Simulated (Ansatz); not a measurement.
The cluster Cu₅O₄⁺. Charge 1, multiplicity 1. Geometry PBE0-D4/def2-SVP; atoms count from 1.

| atom | x (Å) | y (Å) | z (Å) |
| --- | --- | --- | --- |
| Cu1 | -0.7782 | -1.9587 | -0.8502 |
| Cu2 | 2.0926 | -0.7823 | -0.4262 |
| Cu3 | -0.0736 | 0.4287 | -0.6919 |
| Cu4 | -2.0490 | 0.5320 | 0.8298 |
| Cu5 | 0.8208 | 1.7084 | 1.2539 |
| O6 | -0.8879 | 1.5524 | 1.6954 |
| O7 | 1.6377 | 1.0127 | -0.2643 |
| O8 | -1.7473 | -0.3746 | -0.7647 |
| O9 | 0.9850 | -2.1186 | -0.7818 |

The restricted singlet is unstable towards broken spin symmetry at other levels; at PBE0-D4/def2-TZVP this wasn't settled. The structure comes from a short search, and lower isomers may exist.

Question: Estimate the Mulliken populations from the PBE0/def2-TZVP orbitals of Ansatz.

Answer: 
| atom | charge (e) | d electrons |
| --- | --- | --- |
| Cu1 | 0.70 | 9.56 |
| Cu2 | 0.70 | 9.56 |
| Cu3 | 0.59 | 9.58 |
| Cu4 | 0.70 | 9.56 |
| Cu5 | 0.70 | 9.56 |
| O6 | -0.50 | – |
| O7 | -0.70 | – |
| O8 | -0.70 | – |
| O9 | -0.50 | – |
Mulliken values depend strongly on the basis.

Question: And the Mayer bond orders between heavy atoms (over 0.3)?

Answer: Cu1–O8 0.58 (1.86 Å); Cu1–O9 0.88 (1.77 Å); Cu2–O7 0.58 (1.86 Å); Cu2–O9 0.89 (1.77 Å); Cu3–O7 0.58 (1.86 Å); Cu3–O8 0.58 (1.86 Å); Cu4–O6 0.89 (1.77 Å); Cu4–O8 0.58 (1.86 Å); Cu5–O6 0.88 (1.77 Å); Cu5–O7 0.58 (1.86 Å).
